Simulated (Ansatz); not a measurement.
Ansatz (a program for electronic structure) input file for Sn(Cl)2(OH)(NH2) (Cl2H3NOSn), SMILES [Cl][Sn]([Cl])([OH])[NH2], PBE0/def2-TZVPD. The structure is a stationary point at B3LYP-D3(BJ)/def2-SVP. The def2 effective core potentials stand for the cores of Sn; spin–orbit coupling is left out. Other conformers were not sampled.

Ansatz 0.2 input:
```yaml
crystal:
  periodic: [false, false, false]
  atoms:
    - {symbol: N, position_ang: [2.19676496, 0.16560948, -0.09226383]}
    - {symbol: Sn, position_ang: [0.17159232, 0.17726782, -0.08000627]}
    - {symbol: O, position_ang: [-0.36644200, 1.93808287, -0.79558173]}
    - {symbol: Cl, position_ang: [-0.69672527, -0.05711712, 2.09027308]}
    - {symbol: Cl, position_ang: [-0.76577299, -1.58150886, -1.34397825]}
    - {symbol: H, position_ang: [2.54025270, 0.88583876, -0.73148051]}
    - {symbol: H, position_ang: [2.56713423, -0.73433967, -0.40173347]}
    - {symbol: H, position_ang: [-1.27035144, 2.17782267, -0.54298364]}
basis:
  gaussian:
    orbitals: def2-TZVPD
hamiltonian:
  xc: {name: PBE0}
```

Log of the run:

```
WARN ansatz: RAYON_NUM_THREADS=2 ignored (pool sized by the plan → 2); use --threads N
Functional definition: PBE0
integrals: 0.26 GiB planned
1620 factors; their error is unknown
mean field: 2.06 GiB planned
mean field evaluation 1: about -34444.8804 eV, gradient 8.1e1 eV
mean field evaluation 2: about -34409.8328 eV, gradient 1.5e2 eV
mean field evaluation 4: about -34456.1927 eV, gradient 1.1e1 eV
mean field evaluation 8: about -34456.4198 eV, gradient 4.8e-2 eV
mean field evaluation 16: about -34456.5491 eV, gradient 7.7e-5 eV
mean field -34456.54914195 eV, -1266.2548254787 hartree, gradient 7.7e-5 eV, S^2 0.000000; 0 other end points of the search recorded, 0 dependent functions left out
reference -34456.54920127 eV, -1266.2548276587 hartree; 37, 37 occupied and 215, 215 virtual orbitals, 1620 factors
Total energy: -34456.54920127 eV, -1266.2548276587 hartree
```

The run converged.

Cost: very roughly 16 core-seconds.
